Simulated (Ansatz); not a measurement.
`BC(C)C=N` and `CC(C)C=N` differ in one atom or group.

Ansatz, PBE0-D4/def2-TZVP geometries, multiplicity 1. Each molecule was computed in one conformer, which needn't be the lowest.

| property | `BC(C)C=N` |
| --- | --- |
| HOMO energy (PBE0/def2-TZVPP) / eV | -7.54 |
| HOMO energy (B3LYP/def2-TZVPP) / eV | -7.31 |
| size of the dipole moment (B3LYP/def2-TZVPP) / D | 1.94 |
| HOMO–LUMO gap (PBE/def2-TZVPP) / eV | 3.52 |
| size of the dipole moment (PBE/def2-TZVPP) / D | 1.86 |
| size of the dipole moment (ωB97M-V/def2-TZVPP) / D | 1.95 |

Question: Give the same properties after the change, and the shifts. (Best estimate.)

Answer: Ansatz gave: 
| property | `CC(C)C=N` | shift |
| --- | --- | --- |
| HOMO energy (PBE0/def2-TZVPP) / eV | -7.39 | 0.15 |
| HOMO energy (B3LYP/def2-TZVPP) / eV | -7.17 | 0.14 |
| size of the dipole moment (B3LYP/def2-TZVPP) / D | 2.68 | 0.74 |
| HOMO–LUMO gap (PBE/def2-TZVPP) / eV | 4.78 | 1.26 |
| size of the dipole moment (PBE/def2-TZVPP) / D | 2.62 | 0.76 |
| size of the dipole moment (ωB97M-V/def2-TZVPP) / D | 2.68 | 0.73 |

With PBE0 the HOMO rises by 0.15 eV and the LUMO rises by 1.51 eV, so the gap widens by about 1.36 eV. PBE moves the HOMO by 0.15 eV and ωB97M-V by 0.16 eV. Dipoles are sizes alone; their direction can turn.

B3LYP here is the variant with VWN-RPA as its local correlation; programs differ in this.
